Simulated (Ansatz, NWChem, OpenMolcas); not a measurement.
# IF (iodine monofluoride): the HOMO–LUMO gap, rung by rung

The species is IF (2 atoms), meant as a singlet with charge 0. SMILES: `FI`. The bond length is the measured one.

```xyz
2

F     0.0000    0.0000    0.0000
I     0.0000    0.0000    1.9098
```

Quantity: the HOMO–LUMO gap, in eV. The values are calculated.

| level | kind | program | value (eV) | CPU time |
| --- | --- | --- | --- | --- |
| SVWN5/def2-TZVP (core potential) | LDA | NWChem | 2.20 | 24 s |
| B97-D (no dispersion term)/def2-TZVP (core potential) | GGA | OpenMolcas | 2.33 | 4.5 s |
| TPSS/def2-TZVP (core potential) | meta-GGA | OpenMolcas | 2.50 | 17 s |
| B3LYP/def2-TZVP (core potential) | global hybrid | NWChem | 4.06 | 29 s |
| PBE0/def2-TZVP (core potential) | global hybrid | NWChem | 4.56 | 29 s |
| wB97M-V/def2-TZVP (core potential) | range-separated hybrid | Ansatz | 8.98 | 22 s |
| wB97X/def2-TZVP (core potential) | range-separated hybrid | Ansatz | 9.13 | 10 s |
| B2PLYP/def2-TZVP (core potential) | double hybrid | Ansatz | 6.98 | 4.2 s |

The values span 2.20 to 9.13 eV. Orbital gaps aren't excitation energies, and those of double hybrids come from the SCF part alone; they tend to grow with the share of exact exchange. Times are those of the runs behind each value, whatever else they computed, on shared processors of several kinds: orders of magnitude only.
